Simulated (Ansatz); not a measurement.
Geometry optimisation, RKS B3LYP/def2-SVP in Ansatz 0.2.0.

Input file:

```yaml
crystal:
  periodic: [false, false, false]
  atoms:
    - { symbol: B, position_ang: [-1.3057, 0.502, -0.6987] }
    - { symbol: Sb, position_ang: [-0.3539, -0.1913, 1.1439] }
    - { symbol: Te, position_ang: [-2.30076, 1.11943, 2.61853] }
    - { symbol: H, position_ang: [-1.854, -0.2017, -1.4133] }
    - { symbol: H, position_ang: [-1.2261, 1.6665, -1.0588] }
    - { symbol: H, position_ang: [-1.26781, -1.71586, 1.10722] }
    - { symbol: H, position_ang: [-1.8479, 0.19391, 4.07548] }
basis:
  gaussian: { orbitals: def2-SVP }
hamiltonian:
  xc: b3lyp
relax:
  f_tol: 0.015
  max_steps: 40
```

Launched with:

```bash
$ ansatz run input.yaml --threads 1 --pin off --max-ram 2048MiB --backend cpu --events-out ev --progress --plain --runs-dir out
```

Where does it end, and by what steps?

It converged. The force dipped under the threshold on the way, but the program's further checks kept it going. After 18 steps the energy has fallen by 0.306 eV; H7 moved furthest, 0.74 Å.

| step | energy less start (eV) | largest force component (eV/Å) | accepted |
| --- | --- | --- | --- |
| 0 | 0.0000 | 1.753 | yes |
| 1 | -0.0189 | 1.991 | yes |
| 2 | -0.1613 | 0.703 | yes |
| 3 | -0.2304 | 0.365 | yes |
| 4 | -0.1615 | 1.075 | no |
| 5 | -0.2563 | 0.206 | yes |
| 6 | -0.2703 | 0.105 | yes |
| 7 | -0.2824 | 0.316 | yes |
| 8 | -0.2819 | 0.436 | no |
| 9 | -0.2924 | 0.177 | yes |
| 10 | -0.3004 | 0.087 | yes |
| 11 | -0.2834 | 0.460 | no |
| 12 | -0.3041 | 0.019 | yes |
| 13 | -0.3055 | 0.026 | yes |
| 14 | -0.2959 | 0.171 | no |
| 15 | -0.3058 | 0.005 | yes |
| 16 | -0.3059 | 0.020 | yes |
| 17 | -0.3059 | 0.022 | no |
| 18 | -0.3059 | 0.007 | yes |

```xyz
7
Properties=species:S:1:pos:R:3
B -1.286 0.514 -0.742
Sb -0.626 -0.431 1.173
Te -2.503 0.826 2.845
H -1.291 -0.151 -1.746
H -1.514 1.694 -0.790
H -1.506 -1.887 0.906
H -1.430 0.808 4.129
```

Whether the end is a true minimum wasn't checked by a vibrational analysis.

Time of the run: 79 s on 1 thread of AMD EPYC 7B13 (Zen 3), with other jobs on the host, peak memory 0.21 GiB.
